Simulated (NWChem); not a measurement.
Species: CBrClF2; SMILES FC(F)(Cl)Br

All runs: NWChem. Pople sets run with spherical d functions. STO-3G and 3-21G are far too small for this property and stand as cheap habits. Geometry: optimised at B3LYP/6-31G* (spherical d). B3LYP is NWChem's, with the RPA form of VWN correlation. Field at 589 nm.

```json
[
 {"level": "B3LYP/STO-3G", "isotropic polarisability (bohr³)": "17.6", "anisotropy (bohr³)": "18.9"},
 {"level": "B3LYP/6-31G*", "isotropic polarisability (bohr³)": "[?]", "anisotropy (bohr³)": "[?]"},
 {"level": "B3LYP/def2-SVP", "isotropic polarisability (bohr³)": "36.5", "anisotropy (bohr³)": "21.9"},
 {"level": "B3LYP/def2-SVPD", "isotropic polarisability (bohr³)": "54.1", "anisotropy (bohr³)": "21.2"},
 {"level": "B3LYP/aug-cc-pVDZ", "isotropic polarisability (bohr³)": "52.8", "anisotropy (bohr³)": "22.1"}
]
```

**Question.** What belongs in the gaps?

**Answer.** 
- B3LYP/6-31G*, isotropic polarisability (bohr³): 38.4
- B3LYP/6-31G*, anisotropy (bohr³): 23.7
